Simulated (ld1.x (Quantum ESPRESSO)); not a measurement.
## Configuration tests for phosphorus (TM)

phosphorus, norm-conserving Troullier–Martins (Kleinman–Bylander form), made with ld1.x (Quantum ESPRESSO) 7.5 (PBE, scalar-relativistic). Core [Ne], reference 3s1.5 3p3.5. Waves: 3s (bound): rc 1.70 bohr; 3d channel at 0.4 Ry: rc 1.60 bohr; 3p (bound): rc 1.25 bohr. Local part: the p channel. Core correction: none.

Energies are relative to the spin-unpolarised reference configuration 3s1.5 3p3.5; without spin polarisation the order of configurations can differ from experiment.

```json
{"valence configuration": "3s2 3p3", "charge": "0", "ΔE all-electron (eV)": "-4.249", "error AE − PS (meV)": "+1.2"}
{"valence configuration": "3s2 3p2", "charge": "+1", "ΔE all-electron (eV)": "5.480", "error AE − PS (meV)": "+1.6"}
{"valence configuration": "3s2 3p1", "charge": "+2", "ΔE all-electron (eV)": "24.627", "error AE − PS (meV)": "+9.5"}
{"valence configuration": "3s0 3p5", "charge": "0", "ΔE all-electron (eV)": "12.951", "error AE − PS (meV)": "+9.2"}
{"valence configuration": "3s2 3p2.5", "charge": "+0.5", "ΔE all-electron (eV)": "-0.475", "error AE − PS (meV)": "+0.8"}
{"valence configuration": "3s1 3p0", "charge": "+4", "ΔE all-electron (eV)": "106.372", "error AE − PS (meV)": "+166"}
```

(1) What are ΔE and the potential's error for 3s2 3p0?

## Answers

(1) ΔE = 54.366 eV all-electron; the error (AE − PS) is +37 meV.
